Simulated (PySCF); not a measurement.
C$_{4}$H$_{7}$BN$_{2}$ (SMILES N#CC1CB(N)C1), singlet, at a GFN2-xTB geometry. Base run: BLYP/6-31G** (PySCF).

PySCF was given this input:
```python
from pyscf import gto, scf, dft

mol = gto.M(
    atom='''
N    -2.79872885    0.68789285    0.67014290
C    -1.89780198    0.18362737    0.17414320
C    -0.74259252   -0.41875288   -0.41803720
C     0.27713910    0.60372441   -0.99892108
B     1.36801075   -0.05363044   -0.04750431
N     2.72439461    0.10039212    0.11072276
C     0.27048721   -0.99453731    0.61389313
H    -1.06312774   -1.15996706   -1.15388540
H     0.39048593    0.53216144   -2.07956089
H    -0.00364615    1.63212613   -0.77155482
H     3.27602646    0.75725216   -0.41622991
H     3.27111494   -0.42285023    0.77461754
H    -0.01358830   -0.75669442    1.63901640
H     0.37962989   -2.07624016    0.55259071
''',
    basis='6-31g**',
    verbose=3,
)

mf = dft.RKS(mol)
mf.xc = 'blyp'
mf.kernel()
mf.analyze()
```

Each row names what was changed in the base input (with any setting that the change needs).

```csv
change,ΔE vs base (mEh),fitting functions,dipole (D)
base,0.000,-,5.82
auxbasis = cc-pvdz-jkfit,-0.206,651,5.82
auxbasis = even-tempered beta=3.0,(withheld),(withheld),5.82
auxbasis = def2-svp-ri,(withheld),(withheld),5.82
auxbasis = cc-pvqz-jkfit,-0.036,1099,5.82
auxbasis = autoaux,-0.092,946,5.82
auxbasis = default (with mf = mf.density_fit()),-0.206,651,5.82
auxbasis = cc-pvtz-jkfit,-0.111,763,5.82
auxbasis = even-tempered beta=1.6,-0.004,1548,5.82
auxbasis = def2-tzvp-ri,(withheld),(withheld),5.82
```

Task: Some entries are withheld; supply them.

Result: 
- auxbasis = even-tempered beta=3.0, ΔE vs base (mEh): -0.691
- auxbasis = even-tempered beta=3.0, fitting functions: 716
- auxbasis = def2-svp-ri, ΔE vs base (mEh): -12.881
- auxbasis = def2-svp-ri, fitting functions: 434
- auxbasis = def2-tzvp-ri, ΔE vs base (mEh): -0.325
- auxbasis = def2-tzvp-ri, fitting functions: 637

A fitting set is made for a task (jfit for Coulomb, jkfit for Coulomb and exchange, ri for correlation) and for a family of orbital bases.
